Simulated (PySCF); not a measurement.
A GIAO shielding run with PySCF (density fitting, non-relativistic, gas phase) on SMILES C=C[C@@H]1BC[C@H](F)[C@@H]1C, C₇H₁₂BF:

```
$ OMP_NUM_THREADS=1 python probes_run.py task.json out

{"job": {"kind": "nmr", "xc": "wB97X-D", "basis": "pcSseg-1", "pop": false}, "charge": 0, "multiplicity": 1}
C      2.471413    -0.465221    -1.056185
C      1.256925    -0.032645    -0.680473
C      0.576455    -0.413339     0.613579
B      0.241575    -1.819335    -0.004098
C     -1.261042    -1.761415    -0.481109
C     -1.711607    -0.322268    -0.248018
F     -1.568373     0.395401    -1.432032
C     -0.785545     0.263752     0.829098
C     -0.785340     1.782817     0.882295
H      3.089296    -1.086420    -0.400207
H      2.892615    -0.189556    -2.026222
H      0.667388     0.552303    -1.392619
H      1.264793    -0.353955     1.467430
H      0.971448    -2.779624    -0.005601
H     -1.523343    -2.125734    -1.485570
H     -1.786915    -2.431573     0.228706
H     -2.774685    -0.226025     0.031992
H     -1.175514    -0.118120     1.790025
H     -0.135033     2.144646     1.692869
H     -0.424127     2.215278    -0.061776
H     -1.797842     2.178039     1.059895
```

Hardware: 1 thread of an Arm Neoverse N1, shared host. The job also computes ring-centre shieldings.

Question: How large is the calculation?

Answer: 68 electrons, 213 basis functions and 1094 auxiliary functions.

Question: How long does it take, and how much memory does it need?

Answer: 95 s of wall time, with 13 SCF cycles and 7 response iterations; peak memory 1.2 GiB. Times on a shared host scatter by some tens of per cent.

Question: And these other runs on the same molecule and hardware: GIAO shielding at PBE0/pcSseg-1?

Answer: PBE0/pcSseg-1: 213 functions, 94 s.
